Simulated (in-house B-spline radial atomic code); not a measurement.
Atomic self-consistent-field run: Eu²⁺. Method: Dirac-Kohn-Sham PBE0, spherical fractional occupations, Fermi nucleus of rms radius 5.1115 fm. Calculated with an all-electron radial atomic-structure program (B-spline basis).

Command:
```bash
python run_scf.py task.json out
```
Settings (nuclear radius in fm, mass in u):
```
Z                63
configuration    [Xe] 4f7
hamiltonian      dirac
method           pbe0
spin_polarised   False
nucleus          fermi
rms_radius       5.1115
atomic_mass      152.92124
speed_of_light   137.035999084
```

Output (hartree, bohr):
```
 radial grid: 78 intervals, B-splines of order 8, outer radius 53.7037 bohr

 iter        energy (Eh)    residual
    1      -10818.297727    6.53e-01
    2      -10824.626164    1.03e+00
    3      -10849.058550    1.97e-01
    4      -10849.861045    6.98e-02
    5      -10849.954916    4.39e-02
    6      -10849.973931    1.46e-02
    7      -10849.985596    4.15e-03
    8      -10849.986050    6.39e-04
    9      -10849.986064    4.57e-05
   10      -10849.986064    2.41e-06
   11      -10849.986064    9.02e-08

 total energy                    -10849.98606
 kinetic                           11794.8691
 electron-nucleus                 -26592.5729
 Hartree                            4189.8117
 exact exchange                      -59.0741
 exchange-correlation               -183.0199

 first-order corrections (not in the total)
   Gaunt                            10.9879
   retardation                      -1.1547
   frequency dependence             -0.1437
   self-energy                       7.6702
   Uehling                          -1.2195
   Wichmann-Kroll                    0.0375
   recoil                            0.0252

 orbital      occ     eigenvalue          <r>       <r^2>       <1/r>     <1/r^3>       <r^4>       r_max    small
 1s1/2      2.000     -1780.5349    0.0223182 0.000679272     70.2192           - 1.22599e-06      0.0142  5.50e-02
 2s1/2      2.000      -293.8175    0.0945707   0.0106182     16.7262           - 0.000195396      0.0807  1.21e-02
 2p1/2      2.000      -278.6069    0.0790911   0.0077292     16.6953           - 0.000121441     0.06109  1.22e-02
 2p3/2      4.000      -254.7756     0.085813  0.00896592     14.8203     9394.04 0.000157971     0.06681  1.13e-02
 3s1/2      2.000       -65.5513     0.248915   0.0709344     6.09361           -  0.00761755      0.2289  3.82e-03
 3p1/2      2.000       -58.9775     0.238662   0.0662428     6.00536           -   0.0069604      0.2162  3.76e-03
 3p3/2      4.000       -54.0936     0.251482   0.0733398     5.53302     1980.42  0.00847423      0.2282  3.52e-03
 3d3/2      4.000       -42.7537     0.223456   0.0587973     5.40472     330.584  0.00618827      0.1818  3.40e-03
 3d5/2      6.000       -41.6945     0.227458    0.060785     5.28668     295.164  0.00657678      0.1852  3.33e-03
 4s1/2      2.000       -13.6609     0.565853    0.361468     2.53535           -    0.190083      0.5276  1.20e-03
 4p1/2      2.000       -11.1024     0.579173    0.381746     2.42829           -     0.21815      0.5329  1.13e-03
 4p3/2      4.000       -10.0215     0.607956     0.42042     2.27095      443.55    0.264693      0.5585  1.04e-03
 4d3/2      4.000        -5.7962     0.648086    0.487613     2.04908     61.3432    0.388772      0.5686  8.80e-04
 4d5/2      6.000        -5.6011     0.658507    0.503302     2.00939     54.0884    0.414417      0.5771  8.57e-04
 5s1/2      2.000        -2.2584      1.38307     2.15131    0.959001           -     6.86888       1.236  2.46e-04
 5p1/2      2.000        -1.5458      1.55106     2.72726    0.845822           -     11.4699       1.351  1.95e-04
 5p3/2      4.000        -1.4010      1.64251      3.0583    0.790917     57.5264     14.4458       1.427  1.75e-04
 4f5/2      3.000        -0.6035     0.953276     1.23147     1.41805     6.90417     4.77965      0.5935  4.68e-04
 4f7/2      4.000        -0.5808     0.970646     1.28305     1.39813     6.63522     5.27227      0.5989  4.58e-04
```

Cost of the run: 3 s on 1 thread of Arm Neoverse V1 (shared host).

For the Dirac Hamiltonian the kinetic term is c α·p + (β - 1)c².

Caution: exact exchange at fractional occupations of open shells leaves self-interaction of up to several eV.
